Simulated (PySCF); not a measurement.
# Radial density of O⁺ (oxygen, charge +1)

UHF, [He] 2s2 2p3, high-spin 4S determinant. All numbers are calculated (PySCF 2.14, the spin-free X2C one-electron Hamiltonian (Gaussian nucleus), in x2c-TZVPall).

```
r (bohr)  4πr²ρ (e/bohr)  4πr²(ρα − ρβ)
 0.00275         0.03002         0.0000
 0.00463         0.08195         0.0000
 0.00778          0.2169         0.0001
  0.0131          0.5585         0.0003
  0.0220           1.360         0.0009
  0.0370           3.016         0.0030
  0.0623           5.697         0.0119
   0.105           8.257         0.0534
   0.176           7.785         0.2247
   0.296           4.181         0.8075
   0.498           3.276         1.9879
   0.838           4.476         2.6082
    1.41           2.387         1.3357
    2.37          0.2959         0.1707
    3.99        0.005086         0.0034
```

Densities and radii are taken from the X2C orbitals without a picture-change correction, which distorts them close to the nucleus.
